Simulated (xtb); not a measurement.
Species: F3In, SMILES `[F][In]([F])[F]` (charge 0, multiplicity 1).

Give a relaxed geometry from GFN2-xTB in xtb.

the end point of this relaxation (outside a Z-matrix the atoms follow the SMILES, hydrogens last).
Bonded distances (Å): F1–In2 1.965, In2–F3 1.964, In2–F4 1.964. Bond angles (°): F1–In2–F3 120.0, F1–In2–F4 120.1, F3–In2–F4 119.9.
